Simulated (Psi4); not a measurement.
H3OSi (SMILES [OH+]=[SiH2]), charge +1, singlet, at a GFN2-xTB geometry; B97M-V/STO-3G (Psi4).

Psi4 was given this input:
```
memory 2 GB

molecule {
1 1
  O     0.96806077   -0.29274694   -0.01801030
  Si   -0.52671752    0.13783196    0.00849571
  H     1.90715119   -0.08140312   -0.00537859
  H    -0.91460201    1.53346203    0.09340103
  H    -1.36299003   -1.03973089   -0.06287995
}

set basis sto-3g

energy('b97m-v')
print_variables()
```

### Question
Write the output that Psi4 gives for this input, abridged.

### Answer

```
   => Loading Basis Set <=

    Name: STO-3G
    Role: ORBITAL
    Keyword: BASIS

         ---------------------------------------------------------
                                   SCF
               by Justin Turney, Rob Parrish, Andy Simmonett
                          and Daniel G. A. Smith
                              RKS Reference
         ---------------------------------------------------------

  ==> Geometry <==

    Molecular point group: c1
    Full point group: C1

    Geometry (in Angstrom), charge = 1, multiplicity = 1:

       Center              X                  Y                   Z               Mass
    ------------   -----------------  -----------------  -----------------  -----------------
         O            0.960086093597    -0.284005788240    -0.017477265488    15.994914619570
         SI          -0.534692196403     0.146573111760     0.009028744512    27.976926534650
         H            1.899176513597    -0.072661968240    -0.004845555488     1.007825032230
         H           -0.922576686403     1.542203181760     0.093934064512     1.007825032230
         H           -1.370964706403    -1.030989738240    -0.062346915488     1.007825032230

  Running in c1 symmetry.

  Rotational constants: A =      4.66040  B =      0.54561  C =      0.48843 [cm^-1]
  Rotational constants: A = 139715.14756  B =  16357.02664  C =  14642.74079 [MHz]
  Nuclear repulsion =   59.615263854631927

  Charge       = 1
  Multiplicity = 1
  Electrons    = 24
  Nalpha       = 12
  Nbeta        = 12

  ==> Algorithm <==

  SCF Algorithm Type is DF.
  DIIS enabled.
  MOM disabled.
  Fractional occupation disabled.
  Guess Type is SAD.
  Energy threshold   = 1.00e-06
  Density threshold  = 1.00e-06
  Integral threshold = 1.00e-12

  ==> Primary Basis <==

  Basis Set: STO-3G
    Blend: STO-3G
    Number of shells: 11
    Number of basis functions: 17
    Number of Cartesian functions: 17
    Spherical Harmonics?: true
    Max angular momentum: 1

  ==> DFT Potential <==

   => LibXC <=

    Version 7.1.2
    S. Lehtola, C. Steigemann, M. J. T. Oliveira, and M. A. L. Marques,  SoftwareX 7, 1–5 (2018) (10.1016/j.softx.2017.11.002)

   => Composite Functional: B97M-V <=

    B97M-V GGA Exchange-Correlation Functional

    N. Mardirossian and M. Head-Gordon,  J. Chem. Phys. 142, 074111 (2015) (10.1063/1.4907719)

    Deriv               =              1
    GGA                 =           TRUE
    Meta                =           TRUE

    Exchange Hybrid     =          FALSE
    MP2 Hybrid          =          FALSE

   => Exchange-Correlation Functionals <=

    1.0000   B97M-V exchange-correlation functional

   => LibXC Density Thresholds  <==

    XC_MGGA_XC_B97M_V:  1.00E-15

   => VV10 Non-Local Parameters <=

    VV10 B              =     6.0000E+00
    VV10 C              =     1.0000E-02

   => Molecular Quadrature <=

    Radial Scheme          =       TREUTLER
    Pruning Scheme         =           NONE
    Nuclear Scheme         =       TREUTLER

    Blocking Scheme        =         OCTREE
    BS radius alpha        =              1
    Pruning alpha          =              1
    Radial Points          =             75
    Spherical Points       =            302
    Total Points           =         107421
    Total Blocks           =            843
    Max Points             =            256
    Max Functions          =             17
    Weights Tolerance      =       1.00E-15

   => Loading Basis Set <=

    Name: (STO-3G AUX)
    Role: JKFIT
    Keyword: DF_BASIS_SCF

  ==> Integral Setup <==

  SCF_SUBTYPE=INCORE selected. In-core MEM_DF algorithm will be used.
  Using in-core AOs.

  ==> MemDFJK: Density-Fitted J/K Matrices <==

    J tasked:                   Yes
    K tasked:                    No
    wK tasked:                   No
    Algorithm:                 Core
    Schwarz Cutoff:           1E-12
    Mask sparsity (%):       0.6920
    Fitting Condition:        1E-10

   => Auxiliary Basis Set <=

  Basis Set: (STO-3G AUX)
    Blend: DEF2-UNIVERSAL-JKFIT
    Number of shells: 81
    Number of basis functions: 259
    Number of Cartesian functions: 308
    Spherical Harmonics?: true
    Max angular momentum: 4

  Minimum eigenvalue in the overlap matrix is 3.1582330226E-01.
  Reciprocal condition number of the overlap matrix is 1.6619065472E-01.
    Using symmetric orthogonalization.

  ==> Pre-Iterations <==

  SCF Guess: Superposition of Atomic Densities via on-the-fly atomic UHF (no occupation information).

   -------------------------
    Irrep   Nso     Nmo
   -------------------------
     A         17      17
   -------------------------
    Total      17      17
   -------------------------

  ==> Iterations <==

                           Total Energy        Delta E     RMS |[F,P]|

   @DF-RKS iter SAD:  -361.14082765844722   -3.61141e+02   0.00000e+00
   @DF-RKS iter   1:  -361.75808490181879   -6.17257e-01   1.64368e-02 DIIS/ADIIS
   @DF-RKS iter   2:  -361.44470581874759    3.13379e-01   4.52041e-02 DIIS/ADIIS
   @DF-RKS iter   3:  -361.81882753640963   -3.74122e-01   3.91554e-03 DIIS/ADIIS
   @DF-RKS iter   4:  -361.82258922348359   -3.76169e-03   3.93508e-04 DIIS/ADIIS
   @DF-RKS iter   5:  -361.82262435650887   -3.51330e-05   3.22214e-05 DIIS
   @DF-RKS iter   6:  -361.82262468337859   -3.26870e-07   1.30490e-05 DIIS
   @DF-RKS iter   7:  -361.82262473266775   -4.92892e-08   2.88039e-06 DIIS
   @DF-RKS iter   8:  -361.82262473455381   -1.88606e-09   7.17275e-08 DIIS
  Energy and wave function converged.

  ==> Post-Iterations <==

   Electrons on quadrature grid:
      Ntotal   =   24.0000039706 ; deviation = 3.971e-06

    Orbital Energies [Eh]
    ---------------------

    Doubly Occupied:

       1A    -65.819486     2A    -19.201013     3A     -5.493214
       4A     -3.724525     5A     -3.723375     6A     -3.720501
       7A     -1.232894     8A     -0.802762     9A     -0.667606
      10A     -0.595075    11A     -0.509667    12A     -0.459777

    Virtual:

      13A     -0.261734    14A     -0.139276    15A     -0.025103
      16A      0.090962    17A      0.218114

    Final Occupation by Irrep:
              A
    DOCC [    12 ]
    NA   [    12 ]
    NB   [    12 ]

  @DF-RKS Final Energy:  -361.82262473455381

   => Energetics <=

    Nuclear Repulsion Energy =             59.6152638546319267
    One-Electron Energy =                -613.1742215645120950
    Two-Electron Energy =                 222.0684229890082975
    DFT Exchange-Correlation Energy =     -30.4339957312615184
    Empirical Dispersion Energy =           0.0000000000000000
    VV10 Nonlocal Energy =                  0.1019057175795471
    Total Energy =                       -361.8226247345538127

Computation Completed

Properties will be evaluated at   0.000000,   0.000000,   0.000000 [a0]

Properties computed using the SCF density matrix

 Multipole Moments:

 ------------------------------------------------------------------------------------
     Multipole            Electronic (a.u.)      Nuclear  (a.u.)        Total (a.u.)
 ------------------------------------------------------------------------------------

 L = 1.  Multiply by 2.5417464519 to convert [e a0] to [Debye]
 Dipole X            :          0.3926349           -0.3767488            0.0158861
 Dipole Y            :          0.0431106            0.4129595            0.4560701
 Dipole Z            :          0.0025312            0.0251823            0.0277135
 Magnitude           :                                                    0.4571874

 ------------------------------------------------------------------------------------

  Variable Map:
  ----------------------------------------------------------------------------
  "CURRENT ENERGY"              =>    -361.822624734554
  "CURRENT REFERENCE ENERGY"    =>    -361.822624734554
  "DD SOLVATION ENERGY"         =>       0.000000000000
  "DFT FUNCTIONAL TOTAL ENERGY" =>    -361.822624734554
  "DFT TOTAL ENERGY"            =>    -361.822624734554
  "DFT VV10 ENERGY"             =>       0.101905717580
  "DFT XC ENERGY"               =>     -30.433995731262
  "GRID ELECTRONS ALPHA"        =>      12.000001985282
  "GRID ELECTRONS BETA"         =>      12.000001985282
  "GRID ELECTRONS TOTAL"        =>      24.000003970564
  "NUCLEAR REPULSION ENERGY"    =>      59.615263854632
  "ONE-ELECTRON ENERGY"         =>    -613.174221564512
  "PCM POLARIZATION ENERGY"     =>       0.000000000000
  "PE ENERGY"                   =>       0.000000000000
  "SCF ITERATION ENERGY"        =>    -361.822624734554
  "SCF ITERATIONS"              =>       8.000000000000
  "SCF TOTAL ENERGY"            =>    -361.822624734554
  "TWO-ELECTRON ENERGY"         =>     222.068422989008
  "XC GRID RADIAL POINTS"       =>      75.000000000000
  "XC GRID SPHERICAL POINTS"    =>     302.000000000000
  "XC GRID TOTAL POINTS"        =>  107421.000000000000

  Array Variable Map:
  ----------------------------------------------------------------------------
  "CURRENT DIPOLE"              =>       0.015886077059 ... 0.027713472304 1 by 3
  "SCF DIPOLE"                  =>       0.015886077059 ... 0.027713472304 1 by 3
  "SCF TOTAL ENERGIES"          =>    -361.140827658447 ... -361.822624734554 1 by 9
```
